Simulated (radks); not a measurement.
The numbers below are computed, except where a source is named.
Effect of the nuclear size on the iodine ion I3+, [Kr] 4d10 5s2 5p2. Level of theory: Dirac Kohn-Sham, BLYP, spin-unpolarised, spherical densities, finite nucleus; open shells are shared between the two j in proportion to 2j + 1; Fermi nuclear charge, rms radius 4.75 fm (a radial shooting solver on a logarithmic mesh with Libxc functionals). The rms radius is varied about that value; shifts are against it.

rms radius (fm) = 4.0137: total energy shift (eV) -1.70; density at nucleus (e/bohr^3) 2.565e+05; 1s1/2 shift (meV) -710; 2s1/2 shift (meV) -83.3; 4p1/2 shift (meV) 0.288; 5s1/2 shift (meV) -0.482; 5p1/2 shift (meV) 0.079; 5p3/2 shift (meV) 0.087; 6s1/2 (empty) shift (meV) -0.119
rms radius (fm) = 4.37: total energy shift (eV) -0.907; density at nucleus (e/bohr^3) 2.528e+05; 1s1/2 shift (meV) -379; 2s1/2 shift (meV) -44.4; 4p1/2 shift (meV) 0.153; 5s1/2 shift (meV) -0.257; 5p1/2 shift (meV) 0.042; 5p3/2 shift (meV) 0.046; 6s1/2 (empty) shift (meV) -0.064
rms radius (fm) = 4.75: total energy shift (eV) 0; density at nucleus (e/bohr^3) 2.491e+05; 1s1/2 shift (meV) 0.000; 2s1/2 shift (meV) 0.000; 4p1/2 shift (meV) 0.000; 5s1/2 shift (meV) 0.000; 5p1/2 shift (meV) 0.000; 5p3/2 shift (meV) 0.000; 6s1/2 (empty) shift (meV) 0.000
rms radius (fm) = 5.0873: total energy shift (eV) 0.857; density at nucleus (e/bohr^3) 2.462e+05; 1s1/2 shift (meV) 358; 2s1/2 shift (meV) 42.0; 4p1/2 shift (meV) -0.145; 5s1/2 shift (meV) 0.243; 5p1/2 shift (meV) -0.040; 5p3/2 shift (meV) -0.044; 6s1/2 (empty) shift (meV) 0.060
rms radius (fm) = 5.7808: total energy shift (eV) 2.77; density at nucleus (e/bohr^3) 2.408e+05; 1s1/2 shift (meV) 1160; 2s1/2 shift (meV) 136; 4p1/2 shift (meV) -0.469; 5s1/2 shift (meV) 0.786; 5p1/2 shift (meV) -0.129; 5p3/2 shift (meV) -0.141; 6s1/2 (empty) shift (meV) 0.194

Slopes of the eigenvalues against <r^2> in GHz/fm^2, as finite differences over the two radii next to the reference (eigenvalue slopes, not the field-shift constants of lines): 1s1/2 26300, 2s1/2 3080, 4p1/2 -10.6, 5s1/2 17.8, 5p1/2 -2.92, 5p3/2 -3.21, 6s1/2 (empty) 4.41.
